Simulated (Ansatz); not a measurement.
Consider the redistribution: `F[CH]([SiH3])[Al]([F])[Cl]` + `C[SiH2][GeH3]` → `C[SiH2][Al]([F])[Cl]` + `F[CH]([SiH3])[GeH3]`.

Isolated molecules relaxed with PBE0-D4/def2-TZVP in Ansatz; ΔE leaves out vibrations. CBS: MP2 limit from def2 TZ/QZ plus the TZ coupled-cluster correction, frozen cores. Functionals use def2-TZVPP. For Ge outer-core shells are correlated without core-valence functions, which leaves a few kJ/mol of doubt a bond. Scalar relativity is left out up to krypton. One conformer a species, not always the lowest.

`F[CH]([SiH3])[Al]([F])[Cl]`:

Z-matrix (Å, degrees):
```
C
Si 1 1.894
Al 1 1.962 2 114.3
F 1 1.406 2 109.5 3 -123.9
H 1 1.100 2 107.1 3 119.6
H 2 1.487 1 107.0 3 -60.5
H 2 1.484 1 110.7 3 179.1
H 2 1.486 1 109.8 3 58.0
F 3 1.642 1 117.7 2 65.1
Cl 3 2.074 1 123.1 2 -113.6
```

`C[SiH2][GeH3]`:

Cartesian coordinates in Å:
```
C -1.526 -0.320 0.797
Si -0.433 -0.253 -0.724
Ge 1.760 0.495 -0.180
H -2.530 -0.664 0.536
H -1.613 0.667 1.256
H -1.114 -1.005 1.541
H -1.014 0.671 -1.738
H -0.334 -1.602 -1.349
H 2.421 -0.444 0.845
H 1.719 1.905 0.440
H 2.664 0.551 -1.424
```

`C[SiH2][Al]([F])[Cl]`:

Cartesian coordinates in Å:
```
C 1.640 0.215 0.173
Si 0.092 -0.585 -0.522
Al -1.960 0.384 0.366
F -1.909 1.599 1.478
Cl -3.867 -0.254 -0.215
H 1.680 0.107 1.259
H 2.533 -0.251 -0.251
H 1.666 1.281 -0.060
H 0.052 -0.452 -2.007
H 0.072 -2.045 -0.219
```

`F[CH]([SiH3])[GeH3]`:

```xyz
11

F     0.247   -1.940   -0.136
C    -0.154   -0.629   -0.434
Si   -1.393   -0.041    0.867
Ge    1.465    0.502   -0.588
H    -0.638   -0.649   -1.419
H    -0.735    0.023    2.196
H    -1.848    1.320    0.473
H    -2.558   -0.960    0.930
H     2.418   -0.125   -1.616
H     2.156    0.595    0.780
H     1.040    1.905   -1.052
```

```tsv
level	ΔE (kJ/mol)
B2PLYP	21.2
PBE	18.6
CCSD(T)/def2-TZVPP	17.8
MP2/CBS(def2)	21.4
```

(1) What does CCSD(T)/CBS give? (An estimate is asked.)

Largest T1 diagnostic among the species: 0.012.

Results:

(1) The calculation gave: +18.7 kJ/mol. The listed levels differ from it by 2.5, -0.1, -0.9, 2.7 kJ/mol.
